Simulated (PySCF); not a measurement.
# A small calculation by hand: chemical shift, span and skew from a shielding tensor

C₃H₄O₂Si, SMILES O=C1[SiH2]C(=O)C1. Atoms are numbered in the order given.

```xyz
10

O     -2.3528     0.0000     0.5101
C     -1.1783     0.0000     0.2670
C      0.0000     0.0000     1.2670
C      1.1783     0.0000     0.2670
O      2.3528     0.0000     0.5101
Si     0.0000     0.0000    -1.3201
H      0.0000    -0.8896     1.9242
H      0.0000     0.8896     1.9242
H      0.0000     1.2265    -2.1675
H      0.0000    -1.2265    -2.1675
```
Charge 0, spin multiplicity 1.

The structure is a stationary point at B3LYP-D3(BJ)/def2-SVP. The structure was generated by enumeration, and PubChem lists no compound with its InChIKey, so it may never have been made.

GIAO shieldings from PySCF with PBE/pcSseg-1, non-relativistic, no solvent. The symmetric part of the tensor of Si6 has the principal values 267.3, 334.1, 527.3 ppm. The same nucleus in TMS has σ = 335.4 ppm at this level (PySCF, at its B3LYP-D3(BJ)/def2-TZVP geometry).

Problem. Work out the isotropic shielding, the ²⁹Si shift against TMS, the span and the skew.

Solution. 
σ(iso) = (σ11 + σ22 + σ33)/3 = 376.2 ppm. δ = σ(ref) − σ(iso) = 335.4 − (376.2) = -40.8 ppm.
Span Ω = σ33 − σ11 = 260.0 ppm. Skew κ = 3(σ(iso) − σ22)/Ω = 0.49. Tumbling in solution averages the tensor to δ; in a static solid the shielding alone would spread this spin-1/2 line over Ω.
